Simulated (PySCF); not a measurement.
Computed IR spectrum (relative IR intensity) of a molecule C5H9Cl. Geometry optimised at PBE-D3(BJ)/def2-SVP. One conformer was computed; it need not be the lowest. These are PBE-D3(BJ)/def2-SVP run with PySCF values and carry that method's errors. Frequencies are harmonic and unscaled.

Lines under 2 % of the strongest are left out, and lines within 2 cm⁻¹ are merged.

ν (cm⁻¹): 698 (s), 731 (m), 750 (s), 852 (w), 883 (w), 990 (m), 1046 (vw), 1076 (vw), 1181 (vw), 1221 (vw), 1235 (w), 1297 (m), 1333 (w), 1350 (w), 1404 (vw), 1420 (w), 1431 (w), 1656 (m), 2951 (m), 2964 (vs), 3006 (w), 3028 (w), 3051 (s), 3061 (m), 3078 (w), 3144 (w) (against the strongest line: vs over 80 %, s over 45 %, m over 15 %, w over 4 %, vw less)

Question: Which structure fits?
A. CC(C)=C(C)Cl
B. C[C@H]1C[C@H](Cl)C1
C. CC1(C)C[C@H]1Cl
D. CCC/C=C\Cl

Answer: D, CCC/C=C\Cl
